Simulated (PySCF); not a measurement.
Estimate the missing entries of this data sheet.

Species: C2H9N3Si2.
SMILES: `[SiH2](C#N)[Si@H](NC)N`

Conformer (atom-mapped SMILES and torsion angles): `[CH3:1][NH:2][Si@H:3]([NH2:4])[SiH2:5][C:6]#[N:7]`: C1–N2–Si3–N4 178°, N2–Si3–Si5–C6 -179°, H–N4–Si3–N2 49°, H–N4–Si3–N2 -176°.

| property | level | value |
| --- | --- | --- |
| point group of the GFN2-xTB geometry | GFN2-xTB | ? |
| rotational constants A, B, C of the GFN2-xTB geometry | GFN2-xTB | ? |
| dipole moment | CAM-B3LYP/def2-SVPD | ? |
| HOMO energy | CAM-B3LYP/def2-SVPD | -8.38 eV |
| LUMO energy | CAM-B3LYP/def2-SVPD | 0.32 eV |
| lowest singlet excitation | TDDFT CAM-B3LYP/def2-SVPD | 5.49 eV (226 nm, f = 0.031) |
| strongest line among the 8 lowest singlet transitions | TDDFT CAM-B3LYP/def2-SVPD | S7 at 6.98 eV (178 nm, f = 0.158) |
| lowest triplet excitation (Tamm–Dancoff) | TDA CAM-B3LYP/def2-SVPD | 5.02 eV |
| static isotropic polarisability | CAM-B3LYP/def2-SVPD | 97.3 au |
| electronic spatial extent ⟨r²⟩ about the centre of nuclear charge | CAM-B3LYP/def2-SVPD | 1503 bohr² |
| 13C chemical shifts (computed TMS as zero) by class | GIAO PBE0/pcSseg-1 | 122.3 (1 C), 29.9 (1 C) ppm |
| 1H chemical shifts (computed TMS as zero) by class | GIAO PBE0/pcSseg-1 | 5.77 (1 H), 4.07 (1 H), 4.03 (1 H), 2.78 (3 H), 0.47 (2 H), -0.09 (1 H) ppm |
| isotropic shieldings of nuclei other than C and H, by class | GIAO PBE0/pcSseg-1 | -101 (1 N), 246 (1 N), 255 (1 N), 372 (1 Si), 468 (1 Si) ppm |

Gas-phase values; electronic properties from PySCF, density fitting. One conformer (not necessarily the lowest) at the GFN2-xTB geometry, without solvent or vibrations. NMR classes are plain means over equivalent atoms (diastereotopic ones count apart unless rotation or inversion swaps them), as if these changed places fast; in this geometry the members of some classes differ.

(1) What is the dipole moment?

(2) The rotational constants A, B, C of the GFN2-xTB geometry?

(3) Give the point group of the GFN2-xTB geometry.

## Answers

(1) 4.74 D.

(2) 3.198, 0.909, 0.770 GHz.

(3) C1.

No computed singlet falls in the visible range (750 to 380 nm, 1.65 to 3.26 eV); S1 lies 2.23 eV above its blue end. The polarisability is 14.42 Å³ as a volume (1 au = 0.148185 Å³), or 1.39 au for each of the 70 electrons. The principal polarisabilities are 82.3, 91.9 and 117.8 au; their mean is the isotropic value.
